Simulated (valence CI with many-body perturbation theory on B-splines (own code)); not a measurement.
# Ag34+: electric-dipole lines

Method: relativistic CI+MBPT: three valence electrons over a frozen Dirac-Fock core [Ne], a basis of 11 s, 11 p, 10 d, 8 f, 5 g, 2 h functions for each j, with the one-electron correlation potential Σ1 (screened to all orders), the two-electron term Σ2, the three-electron term Σ3, Breit, model QED; selected single and double excitations, second order for the rest, scaled by the run's own slope (own B-spline code, finite nucleus).

No measured spectrum was set against this ion. As an estimate, large intervals hold to a few tenths of a per cent, small ones and those within an open d or f shell to about a per cent.

Lines 1 to 50 of 583 in falling wavelength, among levels below 1053.1 eV, chosen from the strongest by gf and those to the six lowest levels. Wavelengths and rates use the calculated energies. Electric multipoles are in the length gauge with retardation, E1 and E2 with the static RPA response of the core. Weak lines are less certain than strong ones. Lines between different terms over intervals too small for the method are left out, as are lines whose strength nearly cancels. Where a level lies close to another of its J and parity, the split of strength between their lines is uncertain. The highest levels of a list are the least certain.

Levels are named by their leading jj configuration (3d3/2^4 stands for four electrons in 3d with j = 3/2), which in mixed levels can hold well under half, so a name can repeat and another be missing. Letters in brackets count levels of one name in rising energy.

```
λ vac (nm)                          Upper                       Lower   A (s⁻¹)  S (a.u.) with core polarisation  S without
     32.87             (3s^2 4p1/2) J=1/2             (3s^2 4s) J=1/2  5.43e+09                         1.90e-01   1.91e-01
     32.75             (3s 3p1/2^2) J=1/2          (3s^2 3p3/2) J=3/2  3.55e+07                         1.23e-03   1.26e-03
     22.90             (3s^2 4p3/2) J=3/2             (3s^2 4s) J=1/2  1.47e+10                         3.48e-01   3.49e-01
     18.64  (3p1/2 3p3/2 3d5/2) J=7/2 [b]  (3s 3p3/2 3d5/2) J=5/2 [b]  2.60e+09                         6.65e-02   6.81e-02
     18.18     (3s 3p1/2 3p3/2) J=3/2 [a]          (3s^2 3p3/2) J=3/2  3.99e+08                         4.73e-03   4.85e-03
     18.14      (3p1/2 3p3/2 3d5/2) J=9/2  (3s 3p3/2 3d5/2) J=7/2 [b]  2.05e+09                         6.05e-02   6.19e-02
     16.49          (3p1/2 3d5/2^2) J=9/2      (3s 3d3/2 3d5/2) J=9/2  2.95e+09                         6.53e-02   6.68e-02
     16.48          (3p1/2 3d3/2^2) J=5/2          (3s 3d3/2^2) J=3/2  6.87e+09                         9.10e-02   9.31e-02
     16.45          (3p1/2 3d5/2^2) J=9/2  (3s 3d3/2 3d5/2) J=7/2 [c]  5.10e+09                         1.12e-01   1.15e-01
     16.12         (3s 3p1/2 3p3/2) J=5/2          (3s^2 3p3/2) J=3/2  2.99e+09                         3.71e-02   3.80e-02
     16.03      (3p1/2 3d3/2 3d5/2) J=9/2  (3s 3d3/2 3d5/2) J=7/2 [b]  2.85e+09                         5.80e-02   5.93e-02
     15.86      (3p1/2 3p3/2 3d5/2) J=9/2  (3s 3p3/2 3d5/2) J=7/2 [a]  5.76e+09                         1.13e-01   1.16e-01
     15.82  (3p1/2 3d3/2 3d5/2) J=7/2 [b]      (3s 3d3/2 3d5/2) J=9/2  6.39e+09                         9.98e-02   1.02e-01
     15.79  (3p1/2 3d3/2 3d5/2) J=7/2 [a]  (3s 3d3/2 3d5/2) J=5/2 [a]  3.57e+09                         5.55e-02   5.68e-02
     15.77            (3s 3p1/2 4s) J=3/2             (3s^2 4s) J=1/2  8.42e+09                         6.52e-02   6.63e-02
     15.77  (3p1/2 3d3/2 3d5/2) J=7/2 [a]  (3s 3d3/2 3d5/2) J=7/2 [a]  3.33e+09                         5.16e-02   5.28e-02
     15.32             (3s 3p1/2^2) J=1/2          (3s^2 3p1/2) J=1/2  5.47e+09                         1.94e-02   1.99e-02
     15.11          (3p1/2 3d5/2^2) J=5/2          (3s 3d5/2^2) J=3/2  5.86e+09                         5.98e-02   6.12e-02
     14.58          (3p1/2^2 3p3/2) J=3/2  (3s 3p1/2 3p3/2) J=3/2 [b]  4.06e+09                         2.48e-02   2.54e-02
     14.55  (3p1/2 3d3/2 3d5/2) J=7/2 [a]          (3s 3d3/2^2) J=5/2  5.04e+09                         6.13e-02   6.28e-02
     14.41  (3p1/2 3p3/2 3d3/2) J=3/2 [a]  (3s 3p3/2 3d3/2) J=3/2 [a]  7.75e+09                         4.57e-02   4.68e-02
     14.33      (3p1/2 3p3/2 3d3/2) J=7/2      (3s 3p3/2 3d3/2) J=7/2  5.60e+09                         6.51e-02   6.66e-02
     14.28          (3p1/2 3d5/2^2) J=3/2          (3s 3d5/2^2) J=5/2  8.37e+09                         4.82e-02   4.93e-02
     14.28      (3p1/2 3d3/2 3d5/2) J=9/2       (3p3/2^2 3d5/2) J=9/2  4.58e+09                         6.59e-02   6.74e-02
     14.21  (3p1/2 3p3/2 3d5/2) J=5/2 [c]  (3s 3p3/2 3d5/2) J=7/2 [b]  6.59e+09                         5.60e-02   5.73e-02
     14.12      (3p1/2 3d3/2 3d5/2) J=9/2  (3s 3d3/2 3d5/2) J=7/2 [a]  8.74e+09                         1.22e-01   1.24e-01
     14.12  (3p1/2 3p3/2 3d5/2) J=3/2 [a]  (3s 3p3/2 3d5/2) J=5/2 [a]  1.03e+10                         5.71e-02   5.85e-02
     13.77     (3s 3p1/2 3p3/2) J=3/2 [b]          (3s^2 3p3/2) J=3/2  3.28e+09                         1.69e-02   1.73e-02
     13.73          (3p1/2 3d5/2^2) J=9/2  (3s 3d3/2 3d5/2) J=7/2 [b]  9.03e+09                         1.15e-01   1.18e-01
     13.53          (3p1/2 3d5/2^2) J=7/2          (3s 3d5/2^2) J=9/2  1.45e+10                         1.41e-01   1.45e-01
     13.48          (3p1/2 3p3/2^2) J=3/2          (3s 3p3/2^2) J=5/2  1.01e+10                         4.86e-02   4.98e-02
     13.36  (3p1/2 3p3/2 3d5/2) J=5/2 [b]  (3s 3p3/2 3d5/2) J=5/2 [a]  7.38e+09                         5.22e-02   5.34e-02
     13.12          (3p1/2^2 3d5/2) J=5/2  (3s 3p1/2 3d5/2) J=5/2 [b]  1.29e+10                         8.65e-02   8.85e-02
     13.03          (3p1/2 3d5/2^2) J=9/2          (3s 3d5/2^2) J=9/2  5.35e+09                         5.84e-02   5.98e-02
     12.87          (3p1/2 3d5/2^2) J=7/2       (3p3/2^2 3d5/2) J=9/2  5.40e+09                         4.55e-02   4.65e-02
     12.81  (3p1/2 3p3/2 3d5/2) J=7/2 [a]      (3s 3p3/2 3d5/2) J=9/2  2.05e+10                         1.70e-01   1.74e-01
     12.77     (3s 3p1/2 3d5/2) J=5/2 [b]          (3s 3p3/2^2) J=5/2  7.91e+09                         4.88e-02   4.99e-02
     12.77  (3p1/2 3p3/2 3d5/2) J=5/2 [c]  (3s 3p3/2 3d5/2) J=7/2 [a]  7.71e+09                         4.75e-02   4.86e-02
     12.67          (3p1/2^2 3d5/2) J=5/2      (3s 3p1/2 3d5/2) J=7/2  2.65e+10                         1.59e-01   1.63e-01
     12.63          (3p1/2^2 3p3/2) J=3/2      (3s 3p1/2 3p3/2) J=5/2  2.45e+10                         9.74e-02   9.97e-02
     12.62     (3s 3p1/2 3d3/2) J=3/2 [a]  (3s 3p1/2 3p3/2) J=3/2 [b]  3.39e+09                         1.34e-02   1.37e-02
     12.61          (3p1/2^2 3d5/2) J=5/2  (3s 3p1/2 3d3/2) J=3/2 [b]  8.91e+09                         5.30e-02   5.42e-02
     12.60  (3p1/2 3d3/2 3d5/2) J=5/2 [b]  (3s 3d3/2 3d5/2) J=7/2 [a]  7.68e+09                         4.55e-02   4.65e-02
     12.56         (3s 3p1/2 3p3/2) J=1/2          (3s^2 3p3/2) J=3/2  7.55e+09                         1.48e-02   1.51e-02
     12.53  (3p1/2 3p3/2 3d5/2) J=5/2 [a]      (3s 3p3/2 3d3/2) J=7/2  1.42e+10                         8.27e-02   8.46e-02
     12.45          (3p1/2^2 3d3/2) J=3/2      (3s 3p1/2 3d3/2) J=5/2  2.79e+10                         1.06e-01   1.09e-01
     12.30          (3p1/2 3d5/2^2) J=9/2  (3s 3d3/2 3d5/2) J=7/2 [a]  4.69e+09                         4.31e-02   4.41e-02
     12.30          (3d3/2 3d5/2^2) J=9/2       (3p3/2 3d5/2^2) J=7/2  5.10e+09                         4.69e-02   4.78e-02
     12.20     (3s 3d3/2 3d5/2) J=7/2 [b]  (3s 3p3/2 3d5/2) J=5/2 [b]  7.58e+09                         5.44e-02   5.55e-02
     12.20          (3p3/2 3d5/2^2) J=9/2          (3s 3d5/2^2) J=7/2  4.72e+09                         4.23e-02   4.33e-02
```
